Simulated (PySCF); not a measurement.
The group X on SiH2(OH)-X is varied. Isolated molecules, 0 K electronic values unless said otherwise. One relaxed conformer stands for each flexible species; it need not be the lowest. Strings in code marks are SMILES.

Computed with PBE-D3(BJ)/def2-TZVP // PBE0-D4/def2-TZVP run with PySCF. All candidates: neutral, multiplicity 1. Delta-SCF ions had no search for a lower state. Excitations are Tamm–Dancoff values on a coarser integration grid. The basis has no diffuse functions, so Rydberg states are missing or too high.

```yaml
S1 excitation (TDA): 4.88 eV
vertical ionisation energy (Delta-SCF): 8.96 eV
T1 excitation (TDA): 4.56 eV
```

Problem. Say which member has these values.
(A) `O[SiH2]O` (H–O–Si–O torsion -66°, O–Si–O–H torsion -66°)
(B) `CS[SiH2]O` (C–S–Si–O torsion 152°, S–Si–O–H torsion -50°)
(C) `O[SiH2]I` (H–O–Si–I torsion 54°)
(D) `O[SiH2][SeH]` (H–O–Si–Se torsion 47°, O–Si–Se–H torsion -98°)

Solution. B, `CS[SiH2]O` (C–S–Si–O torsion 152°, S–Si–O–H torsion -50°). The others give `O[SiH2][SeH]` (H–O–Si–Se torsion 47°, O–Si–Se–H torsion -98°): 5.31 eV, 9.41 eV, 4.85 eV; `O[SiH2]I` (H–O–Si–I torsion 54°): 5.61 eV, 9.68 eV, 5.17 eV; `O[SiH2]O` (H–O–Si–O torsion -66°, O–Si–O–H torsion -66°): 7.13 eV, 10.79 eV, 6.83 eV
